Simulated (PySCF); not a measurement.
C₃H₅Cl. Atoms are numbered in the order given.

```xyz
9

C      1.3718    -0.9642     0.0000
C      0.1333    -0.4420     0.0000
C     -1.1578    -1.2004     0.0000
Cl    -0.0794     1.3057     0.0000
H      2.2681    -0.3289     0.0000
H      1.4997    -2.0571     0.0000
H     -1.7657    -0.9404     0.8914
H     -0.9708    -2.2915     0.0000
H     -1.7657    -0.9404    -0.8914
```

Geometry: PBE-D3(BJ)/def2-SVP.

All values below come from B3LYP/pcSseg-1 (PySCF).

GIAO shieldings, no solvent; atoms alike by connectivity are averaged. δ = σ(ref) − σ: ¹³C against TMS (σ = 181.3 ppm); ³⁵Cl against HCl (σ = 933.3 ppm); ¹H against TMS (σ = 31.68 ppm), references at their B3LYP-D3(BJ)/def2-TZVP geometries, non-relativistic (without spin–orbit terms, shifts of atoms bonded to Cl or Br come out too high).

Problem. Estimate the chemical shifts. (The exact figures need the calculation; the answer reports its results.)

Solution. 
| nucleus | atoms | count | δ (ppm) |
|---|---|---|---|
| ¹³C | C2 | 1 | 161.5 |
| ¹³C | C1 | 1 | 123.4 |
| ¹³C | C3 | 1 | 32.8 |
| ³⁵Cl | Cl4 | 1 | 285.0 |
| ¹H | H5, H6 | 2 | 5.77 |
| ¹H | H7, H8, H9 | 3 | 2.57 |
